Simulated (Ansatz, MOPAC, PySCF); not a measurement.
Species: GaF2 (charge 0, doublet). SMILES: [F][Ga][F]
Structure (B3LYP-D3(BJ)/def2-TZVP (Ansatz, a first-principles code) minimum search):
```xyz
3

Ga     0.3037     0.1198     0.0904
F     -0.6807     0.9328    -1.1359
F     -0.3656    -1.3455     0.8244
```
Charge 0, spin multiplicity 2.

Property: size of the dipole moment, in D. Terms: spin-orbit terms left out; UHF or UKS for open shells; LANL2DZ with its own core potentials from Na on; non-relativistic; 6-31G* and kin with 6d, 5d where marked; no dispersion term unless named. Ab initio and DFT rows: single points at B3LYP-D3(BJ) geometries (Ansatz). Semi-empirical rows: dipoles at the shared geometry. The spin state of an ion or metal species was assumed, not searched.

```json
[
 {"level": "AM1", "program": "MOPAC", "size of the dipole moment (D)": "3.11"},
 {"level": "PM6", "program": "MOPAC", "size of the dipole moment (D)": "2.51"},
 {"level": "SVWN5/6-31G*", "program": "Ansatz", "size of the dipole moment (D)": "1.87"},
 {"level": "PBE/STO-3G", "program": "Ansatz", "size of the dipole moment (D)": "1.30"},
 {"level": "PBE/def2-SVP", "program": "Ansatz", "size of the dipole moment (D)": "1.98"},
 {"level": "BLYP/6-31G* with LANL2DZ past Ar", "program": "Ansatz", "size of the dipole moment (D)": "2.09"},
 {"level": "BP86/def2-SVP", "program": "PySCF", "size of the dipole moment (D)": "2.01"},
 {"level": "BP86/6-31G* with LANL2DZ past Ar (5d)", "program": "PySCF", "size of the dipole moment (D)": "2.11"},
 {"level": "B3LYP/STO-3G", "program": "Ansatz", "size of the dipole moment (D)": "1.05"},
 {"level": "B3LYP/3-21G", "program": "Ansatz", "size of the dipole moment (D)": "1.85"},
 {"level": "B3LYP/6-31G", "program": "Ansatz", "size of the dipole moment (D)": "2.52"},
 {"level": "B3LYP/def2-SVP", "program": "Ansatz", "size of the dipole moment (D)": "2.28"},
 {"level": "B3LYP/6-31G* with LANL2DZ past Ar", "program": "Ansatz", "size of the dipole moment (D)": "2.42"},
 {"level": "PBE0/6-31G* with LANL2DZ past Ar", "program": "Ansatz", "size of the dipole moment (D)": "2.50"}
]
```

No value to compare with is used here. The 14 habitual levels span 1.05 (B3LYP/STO-3G) to 3.11 D (AM1).

The levels are drawn from those run, B3LYP/6-31G* more often than the rest, none by its result; runs whose electronic state is in doubt are left out.
